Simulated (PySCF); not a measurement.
C$_{5}$H$_{13}$O$_{3}$Si, charge +1, singlet, at a GFN2-xTB geometry; PySCF with MP2/pcseg-0.

Input for PySCF:
```python
from pyscf import gto, scf, mp

mol = gto.M(
    atom='''
C    -0.916417   -2.319314   -1.425969
C    -0.444870   -1.082481   -1.540836
Si   -0.141871    0.104617   -0.130320
O    -0.335690    1.676253   -0.346177
C    -1.432539    2.521603   -0.642567
O    -0.462157   -0.624381    1.239466
C    -0.762853   -0.336121    2.595816
O     1.691718    0.348023   -0.036714
C     2.616615   -0.738710    0.011277
H    -1.159138   -2.747795   -0.468549
H    -1.076731   -2.945675   -2.288025
H    -0.233158   -0.709451   -2.536987
H    -1.075439    3.547693   -0.570878
H    -2.244088    2.363931    0.066045
H    -1.793482    2.326162   -1.651370
H     0.150738   -0.404401    3.186172
H    -1.190170    0.659431    2.700522
H    -1.477174   -1.083141    2.939245
H     2.053887    1.117265   -0.499276
H     2.151283   -1.525873    0.598288
H     2.833221   -1.116464   -0.987692
H     3.535860   -0.415347    0.498060
''',
    basis='pcseg-0',
    charge=1,
    spin=0,
    verbose=5,
)

mf = scf.RHF(mol)
mf.kernel()

pt = mp.MP2(mf, frozen=13)
pt.kernel()
print('E(MP2) = %.10f' % pt.e_tot)
mf.analyze()
```

Task: Write the output that PySCF gives for this input, abridged.

Result: 
```
PySCF version 2.14.0

[INPUT] verbose = 5
[INPUT] max_memory = 4000
[INPUT] num. atoms = 22
[INPUT] num. electrons = 80
[INPUT] charge = 1
[INPUT] spin (= nelec alpha-beta = 2S) = 0
[INPUT] symmetry False subgroup None
[INPUT] Mole.unit = angstrom
[INPUT] Symbol           X                Y                Z      unit          X                Y                Z       unit  Magmom
[...]
[INPUT] ---------------- BASIS SET ----------------
[INPUT] l, kappa, [nprim/nctr], expnt,             c_1 c_2 ...
[INPUT] O
[...]
                                130.531           0.142109    0    0
                                29.2551            0.5    0    0
                                7.76965           0.633334    0    0
                                0.869788             0    1    0
                                0.269783             0    0    1
[...]
                                1.69516            0.5    0
                                0.357951             0    1
[INPUT] Si
[...]
                                1036.76           0.0430578    0    0    0
                                235.605           0.193401    0    0    0
                                65.7222            0.5    0    0    0
                                20.5033           0.454881    0    0    0
                                2.99923              0  0.5    0    0
                                1.07285              0 0.274557    0    0
                                0.226898             0    0    1    0
                                0.0835968            0    0    0    1
[...]
                                21.9339           0.17145    0    0
                                6.49656           0.455919    0    0
                                2.00737            0.5    0    0
                                0.4809               0    1    0
                                0.120188             0    0    1
[INPUT] C
[...]
                                71.19             0.144462    0    0
                                15.886             0.5    0    0
                                4.16469           0.628138    0    0
                                0.442581             0    1    0
                                0.142836             0    0    1
[...]
                                0.87986            0.5    0
                                0.192992             0    1
[INPUT] H
[...]
                                0.660487           0.5    0
[...]
converged SCF energy = -708.707482048343
E(RMP2) = -709.550184051401  E_corr = -0.84270200305793
E(SCS-RMP2) = -709.549474471315  E_corr = -0.841992422972224
E(MP2) = -709.5501840514
Total Energy =                        -708.707482048343195
[...]
5 O 2s           0.00404
5 O 3s           0.07693
5 O 2px          0.01649
5 O 2py         -0.00233
5 O 2pz         -0.06494
5 O 3px         -0.19721
5 O 3py          0.10711
5 O 3pz          0.83596
6 C 1s           0.00114
6 C 2s           0.01877
6 C 3s          -0.06950
6 C 2px          0.01145
6 C 2py         -0.00887
6 C 2pz         -0.04946
6 C 3px          0.02873
6 C 3py          0.00494
6 C 3pz         -0.09687
7 O 1s          -0.00023
7 O 2s           0.00135
7 O 3s          -0.03271
7 O 2px         -0.00762
7 O 2py         -0.00284
7 O 2pz          0.00230
7 O 3px          0.10337
7 O 3py          0.04139
7 O 3pz         -0.00634
8 C 1s          -0.00014
8 C 2s           0.00042
8 C 3s          -0.02395
8 C 2px         -0.00358
8 C 2py          0.00172
8 C 2pz          0.00036
8 C 3px          0.03253
8 C 3py         -0.00381
8 C 3pz          0.01864
9 H 1s          -0.00535
9 H 2s           0.00996
10 H 1s          0.00388
10 H 2s         -0.00433
11 H 1s         -0.00576
11 H 2s          0.01611
12 H 1s         -0.00716
12 H 2s          0.01239
13 H 1s         -0.00424
13 H 2s          0.00728
14 H 1s         -0.00451
14 H 2s          0.00536
15 H 1s          0.01153
15 H 2s         -0.01863
16 H 1s          0.00962
16 H 2s         -0.01152
17 H 1s          0.01385
17 H 2s         -0.02627
18 H 1s          0.00075
18 H 2s          0.00441
19 H 1s          0.00039
19 H 2s         -0.00736
20 H 1s          0.00133
20 H 2s         -0.00170
21 H 1s          0.00189
21 H 2s         -0.00134
 ** Mulliken pop on meta-lowdin orthogonal AOs  **
 ** Mulliken pop  **
 ** Mulliken atomic charges  **
charge of    0C =     -0.08119
charge of    1C =     -0.45054
charge of    2Si =      1.54443
charge of    3O =     -0.69579
charge of    4C =     -0.02045
charge of    5O =     -0.69178
charge of    6C =     -0.01363
charge of    7O =     -0.47683
charge of    8C =     -0.03840
charge of    9H =      0.12834
charge of   10H =      0.13594
charge of   11H =      0.12924
charge of   12H =      0.13546
charge of   13H =      0.10799
charge of   14H =      0.11385
charge of   15H =      0.11823
charge of   16H =      0.10645
charge of   17H =      0.13104
charge of   18H =      0.39560
charge of   19H =      0.14580
charge of   20H =      0.13353
charge of   21H =      0.14272

WARN: System has nonzero charge 1; the dipole moment is origin-dependent.
Location of origin: [0. 0. 0.]

Dipole moment(X, Y, Z, Debye):  2.45287,  0.31825, -0.55768
```
